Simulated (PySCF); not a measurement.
Relaxation of singlet [In2Cl]+

Computed with PBE0 in PySCF with Cl def2-TZVP, In def2-TZVP with ECP28; scalar-relativistic core potentials, no spin–orbit coupling; density-fitted integrals. A (50,194) grid was used.

A hand-made bent start, of C2v symmetry, held to at least that symmetry:

```xyz
3
charge 1 multiplicity 1, angstrom
Cl    0.0000    0.0000   -1.1758
In    1.9347    0.0000    0.1789
In   -1.9347    0.0000    0.1789
```

Optimiser trace:
```tsv
step	E − E(last) (kJ/mol)	largest gradient (Eh/bohr)
0	83.56	0.05042
1	39.98	0.02160
2	24.62	0.00977
3	19.26	0.00396
4	15.97	0.00700
5	13.15	0.00854
6	10.28	0.00829
7	6.31	0.00630
8	2.79	0.00251
9	1.91	0.00089
10	1.12	0.00109
11	0.66	0.00128
12	0.36	0.00164
13	0.12	0.00077
14	0.03	0.00013
15	0.00	0.00016
16	0.00	0.00001
```

It ends at D∞h with Cl–In 2.654 Å (×2); In–Cl–In 180.0°. A frequency run shows a minimum. Other isomers or separated fragments may lie lower.

Final geometry:
```xyz
3
charge 1 multiplicity 1, angstrom
Cl    0.0000    0.0000    0.0000
In    2.6538    0.0000    0.0000
In   -2.6538    0.0000    0.0000
```
